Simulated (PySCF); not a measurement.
PySCF input file for BBr2, SMILES Br[B]Br, multiplicity 2, TDA-PBE0/def2-SVPD. Geometry: B3LYP-D3(BJ)/def2-TZVP. The isomer is the one that the SMILES or the coordinates give; other isomers of the formula were not compared.

```python
import numpy as np
from pyscf import gto, scf, dft, tdscf

mol = gto.M(
    atom='''
    Br    0.00000000   -1.68713626   -0.05662318
    B     0.00000000    0.00000000    0.79272449
    Br    0.00000000    1.68713626   -0.05662318
    ''',
    basis='def2-SVPD',
    charge=0,
    spin=1,
    max_memory=1600,
    verbose=4,
)
mf = dft.UKS(mol, xc='pbe0').density_fit(auxbasis='def2-universal-jkfit')
mf.grids.level = 3
mf.conv_tol = 1e-9
mf.max_cycle = 100
mf.kernel()
fine, coarse = mf.grids, dft.Grids(mol).set(level=1).build(with_non0tab=True)
for _ in range(3):  # follow internal instabilities
    mf.grids = coarse
    mo, _, stable, _ = mf.stability(return_status=True, nroots=4)
    mf.grids = fine
    if stable:
        break
    mf.kernel(mf.make_rdm1(mo, mf.mo_occ))
mf.grids = dft.Grids(mol).set(level=1).build(with_non0tab=True)  # coarser grid for the response kernel
td = tdscf.TDA(mf)
td.nstates = 10
td.conv_tol = 1e-4
td.positive_eig_threshold = 1e-6
td.kernel(x0=td.get_init_guess(mf, 15))
td.analyze()
```

Program output:

```
PySCF version 2.14.0

[INPUT] verbose = 4
[INPUT] num. atoms = 3
[INPUT] num. electrons = 75
[INPUT] charge = 0
[INPUT] spin (= nelec alpha-beta = 2S) = 1
[INPUT] symmetry False subgroup None
[INPUT] Mole.unit = angstrom
[INPUT] Symbol           X                Y                Z      unit          X                Y                Z       unit  Magmom
[INPUT]  1 Br     0.000000000000  -1.687136260000  -0.056623180000 AA    0.000000000000  -3.188225466223  -0.107002302502 Bohr   0.0
[INPUT]  2 B      0.000000000000   0.000000000000   0.792724490000 AA    0.000000000000   0.000000000000   1.498032178336 Bohr   0.0
[INPUT]  3 Br     0.000000000000   1.687136260000  -0.056623180000 AA    0.000000000000   3.188225466223  -0.107002302502 Bohr   0.0

nuclear repulsion = 290.167675884764
number of shells = 38
number of NR pGTOs = 196
number of NR cGTOs = 102
basis = def2-SVPD
ecp = {}


******** <class 'pyscf.df.df_jk.DFUKS'> ********
method = DFUKS
initial guess = minao
damping factor = 0
level_shift factor = 0
DIIS = <class 'pyscf.scf.diis.CDIIS'>
diis_start_cycle = 1
diis_space = 8
diis_damp = 0
SCF conv_tol = 1e-09
SCF conv_tol_grad = None
SCF max_cycles = 100
direct_scf = False
number electrons alpha = 38  beta = 37
XC library pyscf.dft.libxc version 7.1.2
    S. Lehtola, C. Steigemann, M. J. T. Oliveira, and M. A. L. Marques,  SoftwareX 7, 1–5 (2018)
XC functionals = pbe0
    C. Adamo and V. Barone,  J. Chem. Phys. 110, 6158 (1999)
    M. Ernzerhof and G. E. Scuseria,  J. Chem. Phys. 110, 5029 (1999)
radial grids:
    Treutler-Ahlrichs [JCP 102, 346 (1995); DOI:10.1063/1.469408] (M4) radial grids

becke partition: Becke, JCP 88, 2547 (1988); DOI:10.1063/1.454033
pruning grids: <function nwchem_prune>
grids dens level: 3
symmetrized grids: False
atomic radii adjust function: <function treutler_atomic_radii_adjust>
small_rho_cutoff = 0
Set gradient conv threshold to 3.16228e-05
tot grids = 54896
******** <class 'pyscf.df.df.DF'> ********
auxbasis = def2-universal-jkfit
init E= -5170.04786344574
  alpha nocc = 38  HOMO = -0.16006630916836  LUMO = -0.0858595473982566
  beta  nocc = 37  HOMO = -0.330574859173062  LUMO = -0.160066309168362

WARN: HOMO -0.16006630916836 >= LUMO -0.160066309168362

cycle= 1 E= -5171.8711379234  delta_E= -1.82  |g|= 0.162  |ddm|=  1.7
  alpha nocc = 38  HOMO = -0.256036880687966  LUMO = -0.0977299517877595
  beta  nocc = 37  HOMO = -0.323819989538171  LUMO = -0.124609485296145
  HOMO = -0.256036880688  LUMO = -0.124609485296  gap/eV = 3.57632
cycle= 2 E= -5171.86413146061  delta_E= 0.00701  |g|= 0.191  |ddm|= 0.488
  alpha nocc = 38  HOMO = -0.225775669968551  LUMO = -0.0605160258907533
  beta  nocc = 37  HOMO = -0.32464754569859  LUMO = -0.0856495363734826
  HOMO = -0.225775669969  LUMO = -0.0856495363735  gap/eV = 3.81303
cycle= 3 E= -5171.88757602276  delta_E= -0.0234  |g|= 0.0542  |ddm|= 0.268
  alpha nocc = 38  HOMO = -0.232482958331333  LUMO = -0.0637756073130742
  beta  nocc = 37  HOMO = -0.32283989651936  LUMO = -0.0864240229041271
  HOMO = -0.232482958331  LUMO = -0.0864240229041  gap/eV = 3.97447
cycle= 4 E= -5171.88907481805  delta_E= -0.0015  |g|= 0.00835  |ddm|= 0.0663
  alpha nocc = 38  HOMO = -0.235224246734006  LUMO = -0.0625873515446482
  beta  nocc = 37  HOMO = -0.323465275111537  LUMO = -0.0824594993463537
  HOMO = -0.235224246734  LUMO = -0.0824594993464  gap/eV = 4.15694
cycle= 5 E= -5171.88919078967  delta_E= -0.000116  |g|= 0.00232  |ddm|= 0.0373
  alpha nocc = 38  HOMO = -0.23526858113905  LUMO = -0.0621309517101309
  beta  nocc = 37  HOMO = -0.322979048587175  LUMO = -0.0818190167938071
  HOMO = -0.235268581139  LUMO = -0.0818190167938  gap/eV = 4.17558
cycle= 6 E= -5171.88919778993  delta_E= -7e-06  |g|= 0.000862  |ddm|= 0.00735
  alpha nocc = 38  HOMO = -0.235325892722047  LUMO = -0.0620684115888528
  beta  nocc = 37  HOMO = -0.323165441360587  LUMO = -0.081750081105425
  HOMO = -0.235325892722  LUMO = -0.0817500811054  gap/eV = 4.17901
cycle= 7 E= -5171.88919894464  delta_E= -1.15e-06  |g|= 0.000183  |ddm|= 0.00274
  alpha nocc = 38  HOMO = -0.235338387452293  LUMO = -0.0619917753071126
  beta  nocc = 37  HOMO = -0.323140200309127  LUMO = -0.081724179618234
  HOMO = -0.235338387452  LUMO = -0.0817241796182  gap/eV = 4.18006
cycle= 8 E= -5171.88919901733  delta_E= -7.27e-08  |g|= 6.67e-05  |ddm|= 0.000726
  alpha nocc = 38  HOMO = -0.235337353413688  LUMO = -0.0619858704388991
  beta  nocc = 37  HOMO = -0.323147952876946  LUMO = -0.0817230240704059
  HOMO = -0.235337353414  LUMO = -0.0817230240704  gap/eV = 4.18006
cycle= 9 E= -5171.88919902236  delta_E= -5.03e-09  |g|= 2.26e-05  |ddm|= 0.000134
  alpha nocc = 38  HOMO = -0.235337815120932  LUMO = -0.0619825649113133
  beta  nocc = 37  HOMO = -0.323150352857343  LUMO = -0.0817250369846105
  HOMO = -0.235337815121  LUMO = -0.0817250369846  gap/eV = 4.18002
cycle= 10 E= -5171.88919902311  delta_E= -7.56e-10  |g|= 5.14e-06  |ddm|= 5.84e-05
  alpha nocc = 38  HOMO = -0.23533706918944  LUMO = -0.0619799052618388
  beta  nocc = 37  HOMO = -0.323148788232369  LUMO = -0.0817237495499623
  HOMO = -0.235337069189  LUMO = -0.08172374955  gap/eV = 4.18003
Extra cycle  E= -5171.88919902317  delta_E= -5.37e-11  |g|= 3.19e-06  |ddm|= 1.52e-05
converged SCF energy = -5171.88919902317  <S^2> = 0.75406426  2S+1 = 2.0040601
tot grids = 19848
uhf_internal: lowest eigs of H = [0.13677882 0.33258999 0.35249994 0.35989293]
<class 'pyscf.df.df_jk.DFUKS'> wavefunction is stable in the internal stability analysis
tot grids = 19848
Overwritten attributes  positive_eig_threshold  of <class 'pyscf.tdscf.uks.TDA'>


******** <class 'pyscf.tdscf.uks.TDA'> for <class 'pyscf.df.df_jk.DFUKS'> ********
nstates = 10
deg_eia_thresh = 1.000e-03
wfnsym = None
conv_tol = 0.0001
eigh lindep = 1e-12
eigh level_shift = 0
eigh max_cycle = 100


Excitation energies (eV)
[1.97781593 4.82483967 4.94218503 5.06150898 5.13295972 5.34924135
 5.44915146 5.64690573 5.73850342 5.91060591]

** Excitation energies and oscillator strengths **
Excited State   1:      1.97782 eV    626.87 nm  f=0.0034
      38a ->   39a      0.99227
Excited State   2:      4.82484 eV    256.97 nm  f=0.0000
      37a ->   39a     -0.98436
      37b ->   39b      0.14620
Excited State   3:      4.94219 eV    250.87 nm  f=0.0015
      36a ->   39a     -0.65644
      36b ->   39b      0.23631
      37b ->   38b     -0.70953
Excited State   4:      5.06151 eV    244.96 nm  f=0.0041
      38a ->   40a     -0.88304
      38a ->   41a      0.40086
      38a ->   47a      0.14211
      35b ->   38b      0.12876
Excited State   5:      5.13296 eV    241.55 nm  f=0.0114
      36a ->   39a      0.56798
      36b ->   39b     -0.44119
      37b ->   38b     -0.67566
Excited State   6:      5.34924 eV    231.78 nm  f=0.0000
      36b ->   38b      0.99033
Excited State   7:      5.44915 eV    227.53 nm  f=0.0000
      37a ->   39a     -0.14584
      37b ->   39b     -0.98749
Excited State   8:      5.64691 eV    219.56 nm  f=0.0033
      35a ->   39a      0.72771
      38a ->   40a     -0.11807
      38a ->   41a     -0.27864
      34b ->   39b     -0.39957
      35b ->   38b      0.44859
Excited State   9:      5.73850 eV    216.06 nm  f=0.0009
      35a ->   39a     -0.29611
      38a ->   40a     -0.35553
      38a ->   41a     -0.85754
      38a ->   43a      0.11878
      34b ->   39b      0.17120
Excited State  10:      5.91061 eV    209.77 nm  f=0.0086
      36a ->   39a     -0.17194
      38a ->   42a      0.82713
      38a ->   45a      0.13871
      38a ->   48a     -0.19030
      36b ->   39b     -0.46244

** Transition electric dipole moments (AU) **
state          X           Y           Z        Dip. S.      Osc.
  1         0.2633      0.0000      0.0000      0.0693      0.0034
  2         0.0000      0.0000      0.0000      0.0000      0.0000
  3         0.0000      0.1117     -0.0000      0.0125      0.0015
  4        -0.0000      0.0000     -0.1818      0.0331      0.0041
  5        -0.0000     -0.3007     -0.0000      0.0904      0.0114
  6         0.0000      0.0000     -0.0000      0.0000      0.0000
  7         0.0000     -0.0000     -0.0000      0.0000      0.0000
  8         0.0000      0.0000      0.1542      0.0238      0.0033
  9        -0.0000      0.0000      0.0806      0.0065      0.0009
 10         0.0000     -0.2440      0.0000      0.0595      0.0086

** Transition velocity dipole moments (imaginary part, AU) **
state          X           Y           Z        Dip. S.      Osc.
  1        -0.0333      0.0000      0.0000      0.0011      0.0102
  2        -0.0000     -0.0000      0.0000      0.0000      0.0000
  3        -0.0000      0.0150     -0.0000      0.0002      0.0008
  4        -0.0000      0.0000     -0.0588      0.0035      0.0124
  5        -0.0000      0.0123     -0.0000      0.0002      0.0005
  6         0.0000     -0.0000     -0.0000      0.0000      0.0000
  7         0.0000     -0.0000     -0.0000      0.0000      0.0000
  8         0.0000      0.0000      0.0512      0.0026      0.0084
  9        -0.0000      0.0000      0.0290      0.0008      0.0027
 10         0.0000     -0.0811      0.0000      0.0066      0.0202

** Transition magnetic dipole moments (imaginary part, AU) **
state          X           Y           Z
  1         0.0000     -0.9676      0.0000
  2        -0.0000     -0.0000      0.2969
  3         0.0446      0.0000      0.0000
  4         0.0000     -0.0000      0.0000
  5         0.0781     -0.0000      0.0000
  6         0.0000     -0.0000     -0.2010
  7        -0.0000     -0.0000      0.3619
  8         0.0000     -0.0000      0.0000
  9         0.0000     -0.0000     -0.0000
 10        -0.6874     -0.0000      0.0000
```

Self-consistency was reached.
